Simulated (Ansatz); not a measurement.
Start from `[F][Al]([Cl])[Br]` and change one element to get `[F][Ga]([Cl])[Br]`.

Ansatz, PBE0-D4/def2-TZVP geometries, multiplicity 1. 

Scalar relativity is left out up to krypton.

| property | `[F][Al]([Cl])[Br]` |
| --- | --- |
| ideal-gas entropy at 298 K and 1 bar (rigid rotor, harmonic PBE0-D4/def2-TZVP) / J/(mol·K) | 328 |
| HOMO energy (B3LYP/def2-TZVPP) / eV | -8.81 |
| HOMO–LUMO gap (B3LYP/def2-TZVPP) / eV | 7.12 |
| size of the dipole moment (PBE/def2-TZVPP) / D | 0.57 |
| LUMO energy (B3LYP/def2-TZVPP) / eV | -1.69 |
| HOMO–LUMO gap (PBE0/def2-TZVPP) / eV | 7.71 |

Problem. What does the change do to each property? (An estimate is asked.)

Solution. Ansatz gave: 
| property | `[F][Ga]([Cl])[Br]` | shift |
| --- | --- | --- |
| ideal-gas entropy at 298 K and 1 bar (rigid rotor, harmonic PBE0-D4/def2-TZVP) / J/(mol·K) | 341 | 13 |
| HOMO energy (B3LYP/def2-TZVPP) / eV | -8.92 | -0.11 |
| HOMO–LUMO gap (B3LYP/def2-TZVPP) / eV | 6.48 | -0.64 |
| size of the dipole moment (PBE/def2-TZVPP) / D | 1.00 | 0.43 |
| LUMO energy (B3LYP/def2-TZVPP) / eV | -2.44 | -0.75 |
| HOMO–LUMO gap (PBE0/def2-TZVPP) / eV | 7.11 | -0.60 |

With PBE0 the HOMO falls by 0.09 eV and the LUMO falls by 0.70 eV, so the gap narrows by about 0.61 eV. PBE moves the HOMO by -0.09 eV and ωB97M-V by -0.11 eV. Dipoles are sizes alone; their direction can turn.

B3LYP here is the variant with VWN-RPA as its local correlation; programs differ in this.

Spin–orbit coupling is left out; it splits and shifts lone-pair levels of the heavy atoms by tenths of an eV.
